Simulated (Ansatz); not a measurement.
## Ansatz (development build ahead of 0.2.0) run

```yaml
crystal:
  periodic: [false, false, false]
  atoms:
    - { symbol: C, position_ang: [1.4, 0.0, 0.0] }
    - { symbol: C, position_ang: [0.7, 1.21244, 0.0] }
    - { symbol: C, position_ang: [-0.7, 1.21244, 0.0] }
    - { symbol: C, position_ang: [-1.4, 0.0, 0.0] }
    - { symbol: C, position_ang: [-0.7, -1.21244, 0.0] }
    - { symbol: C, position_ang: [0.7, -1.21244, 0.0] }
    - { symbol: C, position_ang: [2.8, 0.0, 0.0] }
    - { symbol: H, position_ang: [3.4, 0.9, 0.0] }
    - { symbol: H, position_ang: [1.2425, 2.15207, 0.0] }
    - { symbol: H, position_ang: [-1.2425, 2.15207, 0.0] }
    - { symbol: H, position_ang: [-2.485, 0.0, 0.0] }
    - { symbol: H, position_ang: [-1.2425, -2.15207, 0.0] }
    - { symbol: H, position_ang: [1.2425, -2.15207, 0.0] }
basis:
  gaussian: { orbitals: def2-TZVP }
magnetization:
  initial_magnetization: 2
hamiltonian:
  xc: hf
```

The input is written out in the form of the current development build from the run's settings.

Output:

```
Converged                       : yes
Total energy                    : -268.56389 hartree
Spin squared of the determinant : 2.000
Stability test                  : minimum among restricted orbitals
```

Caution: an unrestricted determinant lies well below; other spin multiplicities may lie lower.
